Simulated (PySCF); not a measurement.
**TlI⁺: frontier orbitals**

r²SCANh at R = 3.421 Å; PySCF, scalar-relativistic core potentials, basis sets Tl def2-SVP with ECP60, I def2-SVP with ECP28. State: ²Π (doublet), unpaired electrons π ↑. Only the outer orbitals are listed, counted within each symmetry, core potentials removing the inner ones.

```json
{"spin": "α", "orbital": "8σ", "occ.": "1", "ε (eV)": "-16.18", "on Tl (%)": "94", "main shells (%)": "94 Tl s"}
{"spin": "α", "orbital": "5π", "occ.": "1", "ε (eV)": "-13.65", "on Tl (%)": "0", "main shells (%)": "100 I p"}
{"spin": "α", "orbital": "9σ", "occ.": "1", "ε (eV)": "-12.58", "on Tl (%)": "11", "main shells (%)": "88 I p"}
{"spin": "α", "orbital": "5π", "occ.": "1", "ε (eV)": "-12.32", "on Tl (%)": "1", "main shells (%)": "99 I p"}
{"spin": "α", "orbital": "6π", "occ.": "0", "ε (eV)": "-7.05", "on Tl (%)": "99", "main shells (%)": "99 Tl p"}
{"spin": "α", "orbital": "6π", "occ.": "0", "ε (eV)": "-6.99", "on Tl (%)": "99", "main shells (%)": "99 Tl p"}
{"spin": "α", "orbital": "10σ", "occ.": "0", "ε (eV)": "-6.39", "on Tl (%)": "93", "main shells (%)": "93 Tl p"}
{"spin": "β", "orbital": "8σ", "occ.": "1", "ε (eV)": "-16.17", "on Tl (%)": "95", "main shells (%)": "95 Tl s"}
{"spin": "β", "orbital": "9σ", "occ.": "1", "ε (eV)": "-12.23", "on Tl (%)": "12", "main shells (%)": "88 I p"}
{"spin": "β", "orbital": "5π", "occ.": "1", "ε (eV)": "-11.94", "on Tl (%)": "1", "main shells (%)": "99 I p"}
{"spin": "β", "orbital": "5π", "occ.": "0", "ε (eV)": "-10.55", "on Tl (%)": "2", "main shells (%)": "98 I p"}
{"spin": "β", "orbital": "6π", "occ.": "0", "ε (eV)": "-7.01", "on Tl (%)": "98", "main shells (%)": "98 Tl p"}
{"spin": "β", "orbital": "6π", "occ.": "0", "ε (eV)": "-6.99", "on Tl (%)": "99", "main shells (%)": "99 Tl p"}
```

Q: Which are the highest filled and the lowest empty level, where do they sit, and how wide is the gap?

A: Highest filled β 5π at -11.94 eV (in %: 99 I p); lowest empty β 5π at -10.55 eV (in %: 98 I p); the gap at r²SCANh is 1.39 eV. Both belong to one degenerate shell, split only by its one-sided filling, so this is no excitation gap.

| Quantity | Value |
| --- | --- |
| bond order (Mayer) | 0.32 |
| ⟨S²⟩ | 0.753 |
| charge on Tl (Mulliken, basis-dependent) | 0.83 |
| charge on Tl (Löwdin, basis-dependent) | 0.72 |
| dipole moment (positive dipole points towards I; it is taken about the centre of mass and depends on that origin) | -2.95 D |

Spin–orbit coupling is left out, which matters for elements this heavy, above all for dissociation energies. The state was picked by a PBE0 search and need not be the measured ground state.
